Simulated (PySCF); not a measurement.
Isomers of C6H14OSi, from PySCF 2.14.0, PBE0-D3(BJ)/def2-SVP geometry optimisation, gas phase. One conformer each, no zero-point energy, no frequencies.

Problem. Which is lower in electronic energy at this level?
A. `[CH3:1][CH:2]([CH3:3])[O:4][CH:5]1[CH2:6][SiH2:7][CH2:8]1` with C1–C2–O4–C5 -73°, C2–O4–C5–C6 -150°, O4–C5–C6–Si7 -147°, C5–C6–Si7–C8 18°, C6–Si7–C8–C5 -18°, O4–C5–C8–Si7 143°: A = 4243, B = 844.7, C = 744.3 MHz, dipole 1.03 D
B. `[CH2:1]=[C:2]([CH3:3])[O:4][Si:5]([CH3:6])([CH3:7])[CH3:8]` with C1–C2–O4–Si5 4° (isopropenyloxytrimethylsilane): A = 2404, B = 1087, C = 994.0 MHz, dipole 0.86 D

Solution. B. That is isopropenyloxytrimethylsilane, `C=C(C)O[Si](C)(C)C`, 49.5 kcal/mol below the other.

```
            SMILES                                               mapped SMILES      E (Eh)  relative (kcal/mol)  relative (kJ/mol)  dipole (D)
C=C(C)O[Si](C)(C)C  [CH2:1]=[C:2]([CH3:3])[O:4][Si:5]([CH3:6])([CH3:7])[CH3:8]  -601.04644                  0.0                0.0        0.86
 CC(C)OC1C[SiH2]C1   [CH3:1][CH:2]([CH3:3])[O:4][CH:5]1[CH2:6][SiH2:7][CH2:8]1  -600.96752                 49.5              207.2        1.03
```

As drawn, the lower has an Si–O bond and a C=C bond outside aromatic rings, which the higher lacks; the higher has a four-membered ring, which the lower lacks.
